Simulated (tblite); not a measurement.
CF₃O₃S (SMILES O=S(=O)([O-])C(F)(F)F), charge -1, singlet, geometry from GFN2-xTB; GFN1-xTB in tblite 0.6.0.

tblite was given this input:
```
$ tblite run mol.xyz --method gfn1 --charge -1 --spin 0 --etemp 2000 --json tblite.json --no-restart

# file mol.xyz
8

O      1.43759940    -0.31893974     1.17113549
S      0.92357543    -0.03591358    -0.15049648
O      1.20167442     1.28840781    -0.66027026
O      1.03510126    -1.11234754    -1.10960410
C     -0.92892797     0.03612172     0.15136868
F     -1.26275110     0.99198614     1.03329425
F     -1.40924817    -1.11942013     0.63811600
F     -1.61673848     0.29420318    -0.97256107
```

It wrote (shortened):

```
xTB calculator
 | screened Coulomb repulsion
 | Coulomb electrostatics
 |  * isotropic Klopman-Ohno-Mataga-Nishimoto electrostatics
 |  * onsite third-order electrostatics
 | DFT-D3(BJ) dispersion correction

halogen bonding energy    0.0000000000000E+00 Eh
repulsion energy          1.0815130457035E-01 Eh
dispersion energy        -2.8324840291667E-03 Eh
number of electrons       5.0000000000000E+01 e
integral cutoff           1.9487547202114E+01 bohr

------------------------------------------------------------
  cycle        total energy    energy error   density error
------------------------------------------------------------
      1     -33.80045259725  -3.3905771E+01   8.9605471E-01
      2     -34.60258340996  -8.0213081E-01   6.6267283E-01
      3     -34.74866623371  -1.4608282E-01   4.5750909E-01
      4     -35.54578957411  -7.9712334E-01   9.9040269E-02
      5     -35.54693628795  -1.1467138E-03   2.4776465E-02
      6     -35.54555574516   1.3805428E-03   2.6522354E-02
      7     -35.54854098682  -2.9852417E-03   5.3904362E-03
      8     -35.54858354988  -4.2563065E-05   3.4051696E-03
      9     -35.54862119262  -3.7642741E-05   3.0054450E-04
     10     -35.54862146462  -2.7199933E-07   7.2613554E-05
     11     -35.54862148434  -1.9722769E-08   5.8845320E-06
------------------------------------------------------------

electronic energy        -3.5653940304884E+01 Eh
total energy             -3.5548621484343E+01 Eh

Post processing:
 | Mayer-Wiberg bond orders

[Info] JSON dump of results written to 'tblite.json'
```
